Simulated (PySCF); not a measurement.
Si(AsH2)(H)2(OH) (AsH5OSi), SMILES [AsH2][SiH2]O. Atoms are numbered in the order given.

```xyz
8

Si    -1.2874     0.0467     0.0971
O     -1.6098     1.6483     0.4301
As     1.0103    -0.4867    -0.1373
H     -1.8330    -0.7212     1.2488
H     -1.9518    -0.4049    -1.1671
H     -1.2554     2.2941    -0.1881
H      1.3951     0.4374     1.0133
H      1.2086     0.6148    -1.1766
```
Charge 0, spin multiplicity 1.

Geometry optimised at PBE0-D3(BJ)/def2-SVP. One conformer was computed; it need not be the lowest.

Calculation: KT2/pcSseg-1 (PySCF).

GIAO shieldings, no solvent; atoms listed in one row are averaged. δ = σ(ref) − σ: ²⁹Si against TMS (σ = 361.9 ppm); ¹⁷O against H2O (σ = 330.4 ppm); ⁷⁵As against AsH3 (σ = 1919.7 ppm); ¹H against TMS (σ = 31.47 ppm), references at their B3LYP-D3(BJ)/def2-TZVP geometries, non-relativistic.

Computed chemical shifts:
| nucleus | atoms | count | δ (ppm) |
|---|---|---|---|
| ²⁹Si | Si1 | 1 | -1.5 |
| ¹⁷O | O2 | 1 | 44.7 |
| ⁷⁵As | As3 | 1 | 47.0 |
| ¹H | H5 | 1 | 6.17 |
| ¹H | H4 | 1 | 5.81 |
| ¹H | H7 | 1 | 2.36 |
| ¹H | H8 | 1 | 2.10 |
| ¹H | H6 | 1 | 0.44 |
